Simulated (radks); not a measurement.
Results of a calculation; reference values are marked as such.
All-electron atom: Cd XI in [Kr] 4d2. Code: a radial shooting solver on a logarithmic mesh with Libxc functionals. Model: scalar-relativistic Kohn-Sham, PBE, spin-unpolarised, spherical densities, point nucleus.

Normalised radial functions P(r) = r R(r), r in bohr:

```
   r/bohr * 2p (the largest magnitude, 2.88, reaches the edge; | marks zero)
 0.001745 *
 0.001983 *
 0.002236 *
 0.002541 *
 0.002888 |*
 0.003283 |*
 0.003731 |*
  0.00424 |*
 0.004819 |*
 0.005477 | *
 0.006225 | *
 0.007075 |  *
 0.007978 |  *
 0.009067 |   *
  0.01031 |    *
  0.01171 |     *
  0.01331 |       *
  0.01513 |        *
   0.0172 |          *
  0.01954 |             *
  0.02221 |                *
  0.02525 |                   *
  0.02869 |                       *
  0.03235 |                          *
  0.03677 |                               *
  0.04179 |                                   *
   0.0475 |                                        *
  0.05398 |                                            *
  0.06135 |                                                *
  0.06973 |                                                   *
  0.07925 |                                                     *
  0.09007 |                                                      *
   0.1024 |                                                     *
   0.1154 |                                                  *
   0.1312 |                                              *
   0.1491 |                                        *
   0.1695 |                                  *
   0.1926 |                          *
   0.2189 |                   *
   0.2488 |             *
   0.2828 |        *
   0.3214 |     *
   0.3653 |  *
   0.4151 |*
   0.4681 |*
    0.532 *
   0.6046 *
   0.6872 *
    0.781 *
   0.8877 *
    1.009 *
    1.147 *
    1.303 *
    1.481 *
     1.67 *
    1.898 *
    2.157 *
    2.452 *
    2.787 *
    3.167 *
```

2p: eigenvalue -3738.2 eV, 0 radial nodes, <r> = 0.115 bohr, 90 % of the charge inside 0.187 bohr.
